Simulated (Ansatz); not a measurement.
Reaction (SMILES): CNB(C)C [N-dimethylboranylmethanamine] -> CB(C)[NH] + [CH3] (CH3) (the C-N bond at the site shown breaks; other sites are not compared here)
Structures are relaxed separately at B3LYP-D3(BJ)/def2-TZVP in Ansatz (a program for electronic structure), one conformer each, not searched for the lowest.
Geometry of the first species:
SMILES: CNB(C)C
```xyz
15

C      1.6089    -1.1548     0.5939
N      0.9805    -0.0611    -0.1237
B     -0.3732     0.2964    -0.1719
C     -0.7904     1.5639    -1.0203
C     -1.4710    -0.5258     0.6212
H      2.3315    -0.7888     1.3293
H      2.1331    -1.8334    -0.0854
H      0.8543    -1.7287     1.1266
H      1.6365     0.5092    -0.6359
H     -1.3487     2.2761    -0.4037
H      0.0481     2.1013    -1.4718
H     -1.4723     1.2752    -1.8273
H     -1.3024    -1.6054     0.6248
H     -2.4740    -0.3484     0.2282
H     -1.4885    -0.2108     1.6713
```
Charge 0, spin multiplicity 1.

Wanted: bond dissociation energy (electronic energy difference), in kJ/mol. Correlated levels leave the core frozen unless marked. UHF or UKS for open shells. Spin-orbit coupling is left out. Non-relativistic unless marked X2C. CBS marks a two-point X^-3 extrapolation of the correlation energy; Hartree-Fock from the larger set.

```tsv
level	program	bond dissociation energy (kJ/mol)
revPBE-D3(BJ)/def2-TZVPD	Ansatz + dftd3	396.3
revPBE/def2-TZVPD	Ansatz	379.1
PBE0-D3(BJ)/def2-TZVPD	Ansatz + dftd3	415.4
CAM-B3LYP/def2-TZVPD	Ansatz	405.2
B2PLYP/def2-TZVPD	Ansatz	407.9
RI-MP2/CBS(aug-cc-pVTZ,aug-cc-pVQZ)	Ansatz	461.1
SCS-MP2/STO-3G	Ansatz	483.2
```

### Question
Estimate the value at CCSD(T)/CBS(cc-pVTZ,cc-pVQZ) as computed with Ansatz.

### Answer
428.4 kJ/mol, so SCS-MP2/STO-3G differs from it by 54.8 kJ/mol.
